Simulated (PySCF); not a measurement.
C2H6BNO2, SMILES C=COB(N)O.

Geometry: PBE-D3(BJ)/def2-SVP. The structure was generated by enumeration, and PubChem lists no compound with its InChIKey, so it may never have been made. Other conformers were not sampled.

Method: TDDFT-M06-2X/def2-SVPD run with PySCF 2.14.0.

Vertical excitations. The molecule is in vacuum.

```json
[
 {"state": "S1", "energy (eV)": "6.29", "λ (nm)": "197", "f": "0.027", "main pairs": "HOMO→LUMO 84 %"},
 {"state": "S2", "energy (eV)": "6.60", "λ (nm)": "188", "f": "0.166", "main pairs": "HOMO→LUMO+1 88 %"},
 {"state": "S3", "energy (eV)": "6.88", "λ (nm)": "180", "f": "0.026", "main pairs": "HOMO−1→LUMO 70 %, HOMO→LUMO+2 13 %"},
 {"state": "S4", "energy (eV)": "7.14", "λ (nm)": "174", "f": "0.016", "main pairs": "HOMO→LUMO+2 52 %, HOMO→LUMO+3 13 %, HOMO−1→LUMO 11 %, HOMO→LUMO 10 %"},
 {"state": "S5", "energy (eV)": "7.42", "λ (nm)": "167", "f": "0.015", "main pairs": "HOMO→LUMO+3 69 %, HOMO→LUMO+2 13 %, HOMO→LUMO+4 11 %"},
 {"state": "S6", "energy (eV)": "7.81", "λ (nm)": "159", "f": "0.052", "main pairs": "HOMO−1→LUMO+1 45 %, HOMO−2→LUMO+1 39 %"},
 {"state": "S7", "energy (eV)": "8.07", "λ (nm)": "154", "f": "0.018", "main pairs": "HOMO→LUMO+4 32 %, HOMO−1→LUMO+2 16 %, HOMO−2→LUMO+1 10 %, HOMO−1→LUMO+1 8 %"},
 {"state": "S8", "energy (eV)": "8.18", "λ (nm)": "152", "f": "0.022", "main pairs": "HOMO→LUMO+5 48 %, HOMO−1→LUMO+1 10 %"},
 {"state": "S9", "energy (eV)": "8.29", "λ (nm)": "150", "f": "0.009", "main pairs": "HOMO→LUMO+4 35 %, HOMO→LUMO+5 21 %, HOMO−2→LUMO+1 9 %, HOMO→LUMO+3 7 %"},
 {"state": "S10", "energy (eV)": "8.37", "λ (nm)": "148", "f": "0.038", "main pairs": "HOMO−1→LUMO+1 25 %, HOMO−1→LUMO+2 20 %, HOMO−2→LUMO+1 15 %, HOMO−2→LUMO 13 %"},
 {"state": "T1", "energy (eV)": "4.47", "λ (nm)": "277", "f": "0", "main pairs": "HOMO→LUMO+1 88 %"},
 {"state": "T2", "energy (eV)": "6.25", "λ (nm)": "198", "f": "0", "main pairs": "HOMO→LUMO 81 %"},
 {"state": "T3", "energy (eV)": "6.74", "λ (nm)": "184", "f": "0", "main pairs": "HOMO−1→LUMO 73 %"},
 {"state": "T4", "energy (eV)": "7.15", "λ (nm)": "173", "f": "0", "main pairs": "HOMO→LUMO+2 57 %, HOMO→LUMO+3 15 %, HOMO→LUMO 10 %"}
]
```
Triplets are in the Tamm–Dancoff approximation, which puts them higher than full response would, so one can lie above its singlet here.
